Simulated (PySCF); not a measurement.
From computed data to an observable: dipole moment from atomic charges

CHBFNO, SMILES O=C=NBF. Atoms are numbered in the order given.

```xyz
6

B     -0.4988    -1.2531     0.0000
F      0.3890    -2.2330     0.0000
H     -1.6707    -1.5262     0.0000
N     -0.0363     0.0840     0.0000
C      0.0119     1.2852     0.0000
O      0.1058     2.4487     0.0000
```

The structure is a stationary point at B3LYP-D3(BJ)/def2-SVP. The values are those of a single conformer.

Charges (e) from PBE0/def2-TZVPD in PySCF:

```csv
atom,ESP fit,IAO
B1,0.541,0.473
F2,-0.245,-0.310
H3,-0.111,-0.007
N4,-0.413,-0.385
C5,0.550,0.572
O6,-0.323,-0.343
```

The dipole moment of the full density is 0.94 D.

Problem. What dipole moment does each set of point charges give, and which comes closer to that of the density?

Solution. 
μ = Σ q r, and 1 e Å = 4.8032 D.
ESP fit: Σ q r = (-0.192, -0.080, 0.000) e Å, |μ| = 1.00 D.
IAO: Σ q r = (-0.360, -0.027, 0.000) e Å, |μ| = 1.74 D.
ESP fit comes closer in size. Point charges leave out the atoms' own dipoles (lone pairs, polarised bonds); fits to the potential absorb them, partitions of the density don't.
